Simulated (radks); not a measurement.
The numbers below are computed, except where a source is named.
Q: All-electron atom: the niobium ion Nb4+ in [Kr] 4d1. Code: a radial shooting solver on a logarithmic mesh with Libxc functionals. Model: scalar-relativistic Kohn-Sham, r2SCAN, spin-unpolarised, spherical densities, finite nucleus; meta-GGA in the generalised Kohn-Sham scheme; Fermi nuclear charge, rms radius 4.324 fm. Some entries of the table are withheld. Estimate them.

orbital,occ.,eigenvalue (hartree),<1/r> (bohr^-1)
1s,2,-694.4746,42.39
2s,2,-99.07469,(1)
2p,6,-88.55984,9.272
3s,2,-18.15982,3.263
3p,6,-14.68742,3.096
3d,10,-9.03180,2.855
4s,2,-3.86170,(2)
4p,6,-2.92703,(3)
4d,1,-1.57498,0.8196

A: 
(1) 2s <1/r> (bohr^-1): 9.542
(2) 4s <1/r> (bohr^-1): 1.188
(3) 4p <1/r> (bohr^-1): 1.066
